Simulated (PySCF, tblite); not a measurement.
C8H9N.
SMILES with atom numbers: `[CH2:1]=[C:2]([CH3:3])[c:4]1[cH:5][cH:6][cH:7][cH:8][n:9]1` (hydrogens: H10, H11 on C1; H12, H13, H14 on C3; H15 on C5; H16 on C6; H17 on C7; H18 on C8)

Computed with GFN2-xTB (tblite), gas phase: Langevin dynamics at 300 K from the optimised GFN2-xTB geometry, time step 0.5 fs, friction 0.01 fs⁻¹, 2000 steps. Over the second half of the run the saved frames average 310 K.

Frame at 250 fs, instantaneous temperature 214 K:
```
atom  x, y, z in Å
C1     -1.740   -1.961    0.873
C2     -1.386   -0.753    0.413
C3     -2.372    0.378    0.119
C4      0.000   -0.432    0.151
C5      0.923   -1.353   -0.476
C6      2.177   -0.824   -0.845
C7      2.449    0.527   -0.621
C8      1.437    1.321   -0.056
N9      0.274    0.870    0.355
H10    -1.067   -2.729    1.209
H11    -2.762   -2.172    1.125
H12    -2.091    1.150    0.822
H13    -3.357    0.123    0.341
H14    -2.296    0.842   -0.851
H15     0.670   -2.419   -0.581
H16     2.982   -1.303   -1.443
H17     3.297    0.932   -1.060
H18     1.575    2.379    0.188
```

Frame at 425 fs, instantaneous temperature 244 K:
```
atom  x, y, z in Å
C1     -1.203   -2.533    0.766
C2     -1.017   -1.218    0.459
C3     -2.118   -0.183    0.332
C4      0.321   -0.669    0.277
C5      1.360   -1.425   -0.280
C6      2.525   -0.744   -0.680
C7      2.690    0.614   -0.267
C8      1.627    1.168    0.399
N9      0.442    0.635    0.574
H10    -0.326   -3.180    0.789
H11    -2.200   -2.943    0.732
H12    -1.803    0.830    0.536
H13    -2.927   -0.386    1.063
H14    -2.319   -0.152   -0.760
H15     1.200   -2.464   -0.432
H16     3.324   -1.152   -1.272
H17     3.615    1.026   -0.502
H18     1.691    2.237    0.583
```

Frame at 625 fs, instantaneous temperature 220 K:
```
atom  x, y, z in Å
C1     -1.132   -2.565    0.791
C2     -1.133   -1.242    0.485
C3     -2.266   -0.310    0.407
C4      0.151   -0.500    0.361
C5      1.225   -1.246   -0.109
C6      2.389   -0.542   -0.368
C7      2.513    0.786   -0.022
C8      1.434    1.396    0.570
N9      0.242    0.759    0.741
H10    -0.209   -3.057    1.135
H11    -1.989   -3.146    0.921
H12    -2.304    0.396    1.203
H13    -3.204   -0.942    0.522
H14    -2.340    0.232   -0.483
H15     1.107   -2.269   -0.248
H16     3.271   -0.993   -0.853
H17     3.244    1.523   -0.412
H18     1.418    2.433    0.718
```

Frame at 800 fs, instantaneous temperature 349 K:
```
atom  x, y, z in Å
C1     -1.255   -2.573    0.438
C2     -1.140   -1.257    0.389
C3     -2.185   -0.222    0.444
C4      0.228   -0.619    0.237
C5      1.391   -1.269   -0.163
C6      2.565   -0.600   -0.197
C7      2.581    0.704    0.269
C8      1.380    1.281    0.612
N9      0.238    0.695    0.601
H10    -0.327   -3.086    0.285
H11    -2.139   -3.169    0.416
H12    -2.126    0.393    1.289
H13    -3.108   -0.768    0.529
H14    -2.192    0.336   -0.428
H15     1.285   -2.289   -0.489
H16     3.504   -1.070   -0.558
H17     3.434    1.376    0.273
H18     1.287    2.282    0.955
```

Frame at 1000 fs, instantaneous temperature 298 K:
```
atom  x, y, z in Å
C1     -1.345   -2.455    0.485
C2     -1.085   -1.197    0.331
C3     -1.979   -0.026    0.461
C4      0.307   -0.723    0.156
C5      1.447   -1.516    0.039
C6      2.665   -0.823    0.065
C7      2.719    0.537    0.080
C8      1.548    1.242    0.243
N9      0.392    0.604    0.221
H10    -0.669   -3.355    0.268
H11    -2.329   -2.859    0.701
H12    -1.935    0.515    1.447
H13    -3.089   -0.367    0.434
H14    -1.838    0.717   -0.324
H15     1.432   -2.580   -0.072
H16     3.578   -1.412    0.022
H17     3.710    1.009    0.064
H18     1.566    2.298    0.422
```

**Question.** What do single points at PBE0/pcSseg-1 (PySCF, gas phase) give on these frames?

**Answer.** 
```tsv
t (fs)	GFN2-xTB E above start (eV)	DFT E above lowest frame (eV)	HOMO (eV)	LUMO (eV)	dipole (D)
250	0.54	0.00	-6.74	-1.19	1.58
425	0.63	0.13	-6.70	-1.30	2.02
625	0.76	0.25	-6.86	-1.13	1.50
800	0.53	0.03	-6.86	-1.19	1.66
1000	0.61	0.11	-6.88	-1.08	1.75
```

The two levels order the frames alike by energy but for pairs within 0.08 eV at one level; measured from each level's lowest frame they differ by 0.03 eV at most. The HOMO–LUMO gap runs from 5.40 to 5.80 eV. These are instantaneous structures, not minima.

**Question.** And the isotropic GIAO shieldings (ppm) from the same runs?

**Answer.** 
```
atom  250 fs  425 fs  625 fs  800 fs  1000 fs   mean  range
  C1    67.3    65.3    64.5    73.4     72.6   68.6    8.9
  C2    27.2    20.6    22.7    29.7     42.8   28.6   22.2
  C3   163.8   164.1   168.0   170.9    158.2  165.0   12.7
  C4    13.7    20.5    17.9    14.3     24.2   18.1   10.5
  C5    55.2    59.6    61.3    69.8     63.3   61.8   14.6
  C6    37.8    34.6    47.3    50.6     44.0   42.9   16.0
  C7    58.6    56.4    59.1    64.2     61.6   60.0    7.8
  C8    30.3    36.5    24.4    34.2     33.8   31.8   12.1
  N9   -86.8   -75.7   -85.8   -87.0    -95.0  -86.1   19.3
 H10    25.9    25.1    25.5    25.8     24.5   25.4    1.4
 H11    26.4    25.7    26.5    26.1     26.2   26.2    0.8
 H12    28.4    27.7    29.1    29.6     28.2   28.6    1.9
 H13    31.0    28.7    28.8    30.3     28.5   29.5    2.5
 H14    30.2    29.1    30.8    31.1     28.0   29.8    3.1
 H15    23.4    23.9    24.1    24.0     23.7   23.8    0.7
 H16    23.1    23.5    23.8    23.6     23.9   23.6    0.8
```

The cost below is that of the whole dynamics run. Time: 13 s; peak memory 0.18 GiB. Hardware: one thread of an Arm Neoverse V1, shared host.
